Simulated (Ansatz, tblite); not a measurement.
Cost and result up the ladder for H₂Se₂ (4 atoms). The state is a singlet with charge 0. Geometry: r2SCAN-D4/def2-TZVP.

Cartesian coordinates in Å:
```
Se -0.093 0.934 0.864
Se -0.266 -0.045 -1.247
H 1.248 0.414 1.184
H -0.888 -1.304 -0.801
```

Ansatz on 4 threads of Intel Xeon on a shared host; xTB runs through tblite on one thread. Times are rough, summed over both states, and most runs start from the orbitals of an earlier one. CCSD(T)/def2-TZVPP serves as the yardstick here, not as an exact answer. The other state is a doublet.

The xTB rows come from tblite. Correlated methods freeze 18 core orbitals; core or outer-core shells of Se are correlated, in sets that lack core-valence functions. HOMO above LUMO, or a gap near zero within one spin, warns that the state may not be the lowest or that an electron is smeared out.

Correlated methods converge slowly with the basis.

Raw xTB energies of ions are shifted by several eV.

| level | functions | vertical IE (eV) | difference from CCSD(T)/def2-TZVPP (eV) | remarks |
| --- | --- | --- | --- | --- |
| PBE-D4/def2-TZVP | 108 | 9.18 | -0.28 | gap within one spin near zero (+1 doublet) |
| r2SCAN-D4/def2-TZVP | 108 | 9.36 | -0.10 | gap within one spin near zero (+1 doublet) |
| GFN2-xTB | 20 | 13.69 | 4.23 | – |
| GFN1-xTB | 22 | 14.35 | 4.89 | – |
| CCSD(T)/def2-TZVPP | 124 | 9.46 | 0.00 | – |
| PBE0-D4/def2-TZVP (with forces) | 108 | 9.41 | -0.05 | – |

Question: Estimate how long each takes.

Answer: GFN1-xTB 0.017 s; GFN2-xTB 0.022 s; PBE-D4/def2-TZVP 4.3 s; r2SCAN-D4/def2-TZVP 9.3 s; PBE0-D4/def2-TZVP (with forces) 14 s; CCSD(T)/def2-TZVPP 79 s. On shared hardware such times vary by a factor of up to 3.
